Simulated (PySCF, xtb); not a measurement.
GaFClBr, SMILES [Br][Ga]([Cl])[F].

Harmonic wavenumbers (cm⁻¹) from GFN2-xTB (xtb 6.7.1) at its own minimum, in rising order: 81, 120, 124, 270, 399, 458.

### Question
What does B3LYP-D3(BJ)/def2-SVP (PySCF) give at its own minimum? (An estimate is asked for; the answer gives what the named calculation found.)

### Answer
105, 147, 167, 302, 446, 720. Paired by order, the mean absolute difference is 72 cm⁻¹ and the zero-point energies are 2.1 and 2.7 kcal/mol.
